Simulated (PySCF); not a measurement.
Working out the excitation energy of Ne²⁺

Ne²⁺ [He] 2s2 2p4 (3P) → Ne²⁺ [He] 2s1 2p4 3d1 (high-spin determinant). Computed with PySCF 2.14 in dyall-av2z (11s7p2d, 42 functions), with the non-relativistic Hamiltonian (point nucleus). Frozen: 1s2; the 8 highest virtual orbitals dropped. Energies in hartree (1 hartree = 27.21139 eV):

| part | Ne²⁺ (lower) | Ne²⁺ (upper) |
| --- | --- | --- |
| UHF | -126.373999 | -123.309471 |
| CCSD correlation | -0.137576 | -0.113330 |
| (T) | -0.001021 | -0.005868 |

**Question.** What does Hartree-Fock give?

**Answer.** (-123.309471) − (-126.373999) = 3.064528 hartree = 83.390 eV.

**Question.** What do CCSD and CCSD(T) give?

**Answer.** The CCSD correlation energies differ by 0.024246 hartree = 0.660 eV and the triples by -0.004847 hartree = -0.132 eV, so CCSD gives 84.050 eV and CCSD(T) 83.918 eV.

One determinant mixes LS terms, so it does not stand for a single term.

The upper state lies above the first ionisation limit, where it may autoionise and the basis confines it. A Rydberg-like electron needs more diffuse functions than a valence basis has.

A double-zeta basis recovers only part of the correlation energy.

The coupled-cluster amplitudes are large, so a single reference is strained.
